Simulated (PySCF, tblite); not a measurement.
Species: C3H11N2PSi2.
Structure used (GFN2-xTB), in Å, numbered top down from 1:
```xyz
19
C3H11N2PSi2 angstrom
N     -4.6451    1.0113   -1.4065
C     -3.7667    0.6848   -0.7480
Si    -2.3500    0.1524    0.3467
C     -0.9401   -0.4194   -0.7902
C      0.1870   -1.1193   -0.0260
N      0.7739   -0.3152    1.0181
Si     1.8410    1.0001    0.7172
P      3.0278    0.3917   -1.0819
H     -2.0020    1.3231    1.1585
H     -2.8596   -0.9490    1.1720
H     -0.5143    0.4374   -1.3180
H     -1.3198   -1.1025   -1.5529
H      0.9920   -1.3745   -0.7252
H     -0.1855   -2.0515    0.4125
H      0.1694   -0.2354    1.8215
H      1.2119    2.2873    0.3665
H      2.5905    1.1516    1.9665
H      3.7919   -0.5555   -0.4239
H      3.9877    1.3716   -0.9141
```

Computed with PBE0/pcSseg-1 in PySCF (dipole) on a GFN2-xTB geometry, gas phase.

Take the most abundant isotopes and a rigid rotor. The values belong to one conformer with, in the numbering `[N:1]#[C:2][SiH2:3][CH2:4][CH2:5][NH:6][SiH2:7][PH2:8]`, C2–Si3–C4–C5 -170°, Si3–C4–C5–N6 -57°, C4–C5–N6–Si7 -74°, C5–N6–Si7–P8 -35°, N6–Si7–P8–H -72° and -165°.

(1) Give the principal moments of inertia and the rotational constants in cm⁻¹.

(2) What kind of rotor is it?

(3) What does the inertial defect say?

(4) Which lines would a microwave search look for?

(5) Estimate the classical rotational partition function at 25 K, 100 K and 500 K.

## Answers

(1) Ia = 198.48, Ib = 1156.39, Ic = 1199.47 u·Å²; 505379 MHz·u·Å²/I gives 2546, 437.0 and 421.3 MHz, that is A = 0.08493, B = 0.01458, C = 0.01405 cm⁻¹.

(2) A near-prolate asymmetric top: κ = (2 × 437.0 − 2546 − 421.3)/(2546 − 421.3) = -0.99.

(3) Not planar: Δ = Ic − Ia − Ib = -155.40 u·Å². For a rigid frame Δ = −2 Σ m c², so Σ m c² = 77.70 u·Å² lies off the ab plane: 20.42 from hydrogen and 57.28 from heavier atoms. The atom farthest from that plane is 2.20 Å away.

(4) The dipole components are |μa| = 3.29 D, |μb| = 2.57 D, |μc| = 0.91 D. The squared components, which scale the intensities, stand as 1.00 : 0.61 : 0.08 (a : b : c). Some lines, for components of 0.1 D or more:

```json
{"type": "b", "branch": "R", "J(Ka,Kc)": "4(0,4) ← 3(1,3)", "MHz": "1362", "lower level (cm⁻¹)": "0.241"}
{"type": "c", "branch": "Q", "J(Ka,Kc)": "1(1,1) ← 1(0,1)", "MHz": "2109", "lower level (cm⁻¹)": "0.029"}
{"type": "a", "branch": "R", "J(Ka,Kc)": "3(2,1) ← 2(2,0)", "MHz": "2575", "lower level (cm⁻¹)": "0.368"}
{"type": "a", "branch": "R", "J(Ka,Kc)": "3(1,2) ← 2(1,1)", "MHz": "2599", "lower level (cm⁻¹)": "0.157"}
{"type": "b", "branch": "R", "J(Ka,Kc)": "1(1,1) ← 0(0,0)", "MHz": "2968", "lower level (cm⁻¹)": "0.000"}
{"type": "a", "branch": "R", "J(Ka,Kc)": "4(1,4) ← 3(1,3)", "MHz": "3402", "lower level (cm⁻¹)": "0.241"}
{"type": "a", "branch": "R", "J(Ka,Kc)": "4(0,4) ← 3(0,3)", "MHz": "3433", "lower level (cm⁻¹)": "0.172"}
{"type": "a", "branch": "R", "J(Ka,Kc)": "4(2,3) ← 3(2,2)", "MHz": "3433", "lower level (cm⁻¹)": "0.454"}
{"type": "a", "branch": "R", "J(Ka,Kc)": "4(3,2) ← 3(3,1)", "MHz": "3434", "lower level (cm⁻¹)": "0.807"}
{"type": "a", "branch": "R", "J(Ka,Kc)": "4(3,1) ← 3(3,0)", "MHz": "3434", "lower level (cm⁻¹)": "0.807"}
{"type": "a", "branch": "R", "J(Ka,Kc)": "4(2,2) ← 3(2,1)", "MHz": "3434", "lower level (cm⁻¹)": "0.454"}
{"type": "a", "branch": "R", "J(Ka,Kc)": "4(1,3) ← 3(1,2)", "MHz": "3465", "lower level (cm⁻¹)": "0.244"}
{"type": "b", "branch": "R", "J(Ka,Kc)": "2(1,2) ← 1(0,1)", "MHz": "3810", "lower level (cm⁻¹)": "0.029"}
{"type": "c", "branch": "R", "J(Ka,Kc)": "2(1,1) ← 1(0,1)", "MHz": "3857", "lower level (cm⁻¹)": "0.029"}
{"type": "c", "branch": "R", "J(Ka,Kc)": "3(1,2) ← 2(0,2)", "MHz": "4739", "lower level (cm⁻¹)": "0.086"}
{"type": "c", "branch": "R", "J(Ka,Kc)": "4(1,3) ← 3(0,3)", "MHz": "5629", "lower level (cm⁻¹)": "0.172"}
{"type": "c", "branch": "Q", "J(Ka,Kc)": "4(2,3) ← 4(1,3)", "MHz": "6273", "lower level (cm⁻¹)": "0.360"}
{"type": "b", "branch": "Q", "J(Ka,Kc)": "2(2,1) ← 2(1,2)", "MHz": "6375", "lower level (cm⁻¹)": "0.156"}
{"type": "b", "branch": "R", "J(Ka,Kc)": "3(2,2) ← 2(1,1)", "MHz": "8903", "lower level (cm⁻¹)": "0.157"}
{"type": "c", "branch": "R", "J(Ka,Kc)": "3(3,1) ← 2(2,1)", "MHz": "13160", "lower level (cm⁻¹)": "0.368"}
{"type": "c", "branch": "R", "J(Ka,Kc)": "4(3,2) ← 3(2,2)", "MHz": "14019", "lower level (cm⁻¹)": "0.454"}
{"type": "b", "branch": "R", "J(Ka,Kc)": "4(3,1) ← 3(2,2)", "MHz": "14019", "lower level (cm⁻¹)": "0.454"}
{"type": "c", "branch": "Q", "J(Ka,Kc)": "4(4,1) ← 4(3,1)", "MHz": "14819", "lower level (cm⁻¹)": "0.922"}
{"type": "c", "branch": "R", "J(Ka,Kc)": "4(4,0) ← 3(3,0)", "MHz": "18253", "lower level (cm⁻¹)": "0.807"}
{"type": "b", "branch": "R", "J(Ka,Kc)": "4(4,0) ← 3(3,1)", "MHz": "18253", "lower level (cm⁻¹)": "0.807"}
```

(5) Point group C1, symmetry number σ = 1; q = (√π/σ)·√((kT/h)³/(ABC)), k/h = 20836.6 MHz/K: 30800 at 25 K, 246000 at 100 K, 2750000 at 500 K.

Its GFN2-xTB frequencies are all real (lowest 20 cm⁻¹). These are rigid-rotor constants of the computed structure; measured ground-state constants (B0) also hold zero-point vibration. A rigid rotor knows nothing of inversion at nitrogen, which can split or shift real lines. Quadrupole hyperfine structure (14N) is left out.
